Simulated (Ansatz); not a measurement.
Ansatz (a program for electronic structure) input:

Ansatz 0.2 input:
```yaml
crystal:
  periodic: [false, false, false]
  atoms:
    - {symbol: C, position_ang: [-0.35082287, -1.28393472, -1.34967816]}
    - {symbol: Si, position_ang: [-0.01242171, -0.02808703, -0.03277063]}
    - {symbol: C, position_ang: [0.04957217, 1.68292519, -0.80761167]}
    - {symbol: C, position_ang: [-1.36814305, -0.10962957, 1.26613473]}
    - {symbol: C, position_ang: [1.64459893, -0.38687219, 0.78991498]}
    - {symbol: H, position_ang: [-0.86102679, -2.22230264, -1.15611325]}
    - {symbol: H, position_ang: [-0.02536548, -1.16569506, -2.37846708]}
    - {symbol: H, position_ang: [0.27597244, 2.44342837, -0.05641616]}
    - {symbol: H, position_ang: [-0.90386392, 1.94342705, -1.27186522]}
    - {symbol: H, position_ang: [0.82233209, 1.73721311, -1.57806980]}
    - {symbol: H, position_ang: [-2.34480397, 0.12150689, 0.83585301]}
    - {symbol: H, position_ang: [-1.42622068, -1.10585009, 1.71097454]}
    - {symbol: H, position_ang: [-1.17938313, 0.60328127, 2.07238821]}
    - {symbol: H, position_ang: [1.65065546, -1.37618213, 1.25206415]}
    - {symbol: H, position_ang: [2.46142134, -0.35105224, 0.06612581]}
    - {symbol: H, position_ang: [1.85295546, 0.35051166, 1.56975535]}
basis:
  gaussian:
    orbitals: def2-TZVPD
hamiltonian:
  xc: {name: revPBE}
magnetization: {spin_polarized: true, initial_magnetization: 1}
output: {forces: true}
```

Q: What final total energy does it print?

A: -448.47465 Eh (revPBE/def2-TZVPD). The basis has 290 functions.

It need not be the lowest isomer of its formula.
